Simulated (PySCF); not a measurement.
## `F[C@@H]1C[C@@H](Cl)CC1(F)F`, C$_{5}$H$_{6}$ClF$_{3}$

Molfile (atoms numbered from 1):
```
C5H6ClF3
     RDKit          3D

 15 15  0  0  0  0  0  0  0  0999 V2000
   -0.3770   -0.7291    2.0223 F   0  0  0  0  0  0  0  0  0  0  0  0
   -0.4764   -1.0067    0.6830 C   0  0  2  0  0  0  0  0  0  0  0  0
    0.8976   -0.9184    0.0308 C   0  0  0  0  0  0  0  0  0  0  0  0
    1.1114    0.5901   -0.1094 C   0  0  1  0  0  0  0  0  0  0  0  0
    2.3653    0.9679   -1.3151 Cl  0  0  0  0  0  0  0  0  0  0  0  0
   -0.2586    1.1470   -0.5144 C   0  0  0  0  0  0  0  0  0  0  0  0
   -1.2783    0.1178   -0.0137 C   0  0  0  0  0  0  0  0  0  0  0  0
   -2.2106    0.6589    0.8003 F   0  0  0  0  0  0  0  0  0  0  0  0
   -1.9801   -0.4221   -1.0504 F   0  0  0  0  0  0  0  0  0  0  0  0
   -0.9711   -1.9783    0.5916 H   0  0  0  0  0  0  0  0  0  0  0  0
    0.8661   -1.3915   -0.9507 H   0  0  0  0  0  0  0  0  0  0  0  0
    1.6619   -1.3955    0.6406 H   0  0  0  0  0  0  0  0  0  0  0  0
    1.4474    1.0186    0.8370 H   0  0  0  0  0  0  0  0  0  0  0  0
   -0.3418    1.2268   -1.5989 H   0  0  0  0  0  0  0  0  0  0  0  0
   -0.4603    2.1224   -0.0749 H   0  0  0  0  0  0  0  0  0  0  0  0
  1  2  1  0
  2  3  1  0
  3  4  1  0
  4  5  1  0
  4  6  1  0
  6  7  1  0
  7  8  1  0
  7  9  1  0
  7  2  1  0
  2 10  1  1
  3 11  1  0
  3 12  1  0
  4 13  1  1
  6 14  1  0
  6 15  1  0
M  END
```

Method: TDDFT B3LYP/aug-cc-pVDZ circular dichroism and optical rotation, one conformer, gas phase in PySCF. Geometry: GFN2-xTB.

Q: What are the CIP labels of the stereocentres?

A: C2 R, C4 R.

Q: List the lowest 12 singlet excitations with oscillator and rotatory strengths.

A: Rotatory strengths R in 10⁻⁴⁰ esu² cm², velocity form and length form (origin at the centre of mass); f in length form.
```csv
state,E (eV),λ (nm),f,R (velocity),R (length),main
1,7.00,177,0.0006,-2.7,-2.8,"HOMO→LUMO 0.74, HOMO→LUMO+1 0.11"
2,7.09,175,3e-05,-0.8,-0.8,"HOMO−1→LUMO 0.72, HOMO−1→LUMO+1 0.13"
3,7.43,167,0.030,-8.1,-8.5,"HOMO→LUMO+1 0.79, HOMO→LUMO 0.16"
4,7.48,166,0.024,+8.5,+8.9,"HOMO−1→LUMO+1 0.78, HOMO−1→LUMO 0.17"
5,7.78,159,0.005,+2.2,+2.4,HOMO→LUMO+2 0.81
6,7.84,158,0.011,-12.7,-12.9,"HOMO−1→LUMO+2 0.53, HOMO−2→LUMO 0.27"
7,7.92,156,0.008,+6.1,+6.2,"HOMO−2→LUMO 0.54, HOMO−1→LUMO+2 0.30"
8,8.02,155,0.004,+2.2,+2.3,HOMO→LUMO+3 0.87
9,8.09,153,0.004,-5.3,-5.5,HOMO−1→LUMO+3 0.90
10,8.20,151,0.013,+2.8,+3.2,HOMO→LUMO+4 0.82
11,8.28,150,0.015,+15.4,+14.7,"HOMO−1→LUMO+4 0.69, HOMO−2→LUMO+1 0.12"
12,8.31,149,0.008,+3.2,+3.4,"HOMO−2→LUMO+1 0.41, HOMO−1→LUMO+4 0.16"
```

Among the states computed, the strongest CD band (largest |R|) is state 11. The largest dissymmetry factor in size, g = 4R/(D+G), with D and G the electric and magnetic dipole strengths, is -0.18 for state 2 (velocity form, f = 5e-05), among bands with |R| over 0.5. The mirror image has the same energies and oscillator strengths and all R with the opposite sign.
